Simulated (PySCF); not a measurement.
# SMILES FC(F)C[C@H]1C[C@@H]1Cl, C₅H₇ClF₂

Geometry:
| atom | x (Å) | y (Å) | z (Å) |
| --- | --- | --- | --- |
| F1 | -2.268 | -0.592 | 1.323 |
| C2 | -1.977 | 0.041 | 0.161 |
| F3 | -3.064 | -0.111 | -0.633 |
| C4 | -0.745 | -0.569 | -0.493 |
| C5 | 0.491 | -0.298 | 0.332 |
| C6 | 1.852 | -0.331 | -0.303 |
| C7 | 1.258 | 0.973 | 0.126 |
| Cl8 | 1.922 | 1.804 | 1.524 |
| H9 | -1.868 | 1.113 | 0.384 |
| H10 | -0.647 | -0.142 | -1.492 |
| H11 | -0.908 | -1.646 | -0.587 |
| H12 | 0.421 | -0.661 | 1.350 |
| H13 | 2.670 | -0.731 | 0.275 |
| H14 | 1.926 | -0.522 | -1.362 |
| H15 | 0.931 | 1.679 | -0.625 |

Computed, not measured: TDDFT B3LYP/def2-SVPD circular dichroism and optical rotation, one conformer, gas phase in PySCF. Geometry: GFN2-xTB.

The molecule is flexible and this is one conformer; a measurement averages over conformers. States above about 7.8 eV (minus the energy of the highest occupied orbital) lie near or above the ionisation threshold and depend on the basis.

Task: Draw the ECD and absorption spectra from the lowest 12 states, each a Gaussian of half-width 0.25 eV at 1/e height.

Result: 
```
E (eV)  λ (nm)  Δε (L mol⁻¹ cm⁻¹)  ε (L mol⁻¹ cm⁻¹)
  6.22     199              +0.01              1.92
  6.32     196              +0.03              8.12
  6.42     193              +0.08              24.9
  6.52     190              +0.18              55.8
  6.62     187              +0.29              92.5
  6.72     185              +0.32               121
  6.82     182              +0.16               150
  6.92     179              -0.42               226
  7.02     177              -1.75               385
  7.12     174              -3.90               588
  7.22     172              -6.18               749
  7.32     169              -7.90               902
  7.42     167              -9.45              1270
  7.52     165             -11.19              2010
  7.62     163             -11.13              2910
  7.72     161              -7.02              3520
  7.82     159              -0.45              3760
  7.92     157              +5.23              4040
  8.02     155             +10.07              4600
  8.12     153             +15.42              5150
  8.22     151             +18.27              5310
  8.32     149             +13.91              5050
```
Δε uses R in velocity form, ε uses f in length form. Only the states computed contribute, so the short-wavelength end is incomplete.
